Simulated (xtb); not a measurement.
SbF4, SMILES [F][Sb+]([F])([F])[F], charge +1. All values are semi-empirical tight-binding results from xtb (GFN2-xTB unless named), good for trends rather than for accurate numbers. Coordinates come from a GFN2-xTB optimisation. The multiplicity is an assumed one; other spin states were not compared. The isomer is the one that the SMILES or the coordinates give; other isomers of the formula were not compared.

The geometry has at least one imaginary mode, so it is a saddle point at that level.

For metal compounds this method's bond lengths and energies can be far off.

| Quantity | Result |
|---|---|
| point group as xtb finds it | Td |
| orbital gap | 4.27 eV |
